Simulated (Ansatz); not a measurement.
Start from `CBC=[Se]` and change one element to get `CBC=S`.

Ansatz, PBE0-D4/def2-TZVP geometries, multiplicity 1. Each molecule was computed in one conformer, which needn't be the lowest.

Scalar relativity is left out up to krypton.

```tsv
property	`CBC=[Se]`
HOMO energy (PBE0/def2-TZVPP) / eV	-6.64
size of the dipole moment (PBE/def2-TZVPP) / D	1.24
size of the dipole moment (B3LYP/def2-TZVPP) / D	1.38
HOMO–LUMO gap (PBE0/def2-TZVPP) / eV	3.89
LUMO energy (B3LYP/def2-TZVPP) / eV	-2.93
LUMO energy (PBE/def2-TZVPP) / eV	-3.61
```

Task: Give the same properties after the change, and the shifts. (Estimate.)

Result: Computed: 
| property | `CBC=S` | shift |
| --- | --- | --- |
| HOMO energy (PBE0/def2-TZVPP) / eV | -6.96 | -0.32 |
| size of the dipole moment (PBE/def2-TZVPP) / D | 1.31 | 0.07 |
| size of the dipole moment (B3LYP/def2-TZVPP) / D | 1.42 | 0.04 |
| HOMO–LUMO gap (PBE0/def2-TZVPP) / eV | 4.38 | 0.49 |
| LUMO energy (B3LYP/def2-TZVPP) / eV | -2.77 | 0.16 |
| LUMO energy (PBE/def2-TZVPP) / eV | -3.52 | 0.09 |

With PBE0 the HOMO falls by 0.32 eV and the LUMO rises by 0.16 eV, so the gap widens by about 0.48 eV. PBE moves the HOMO by -0.26 eV and ωB97M-V by -0.35 eV. Dipoles are sizes alone; their direction can turn.

B3LYP here is the variant with VWN-RPA as its local correlation; programs differ in this.

Spin–orbit coupling is left out; it splits and shifts lone-pair levels of the heavy atoms by tenths of an eV.
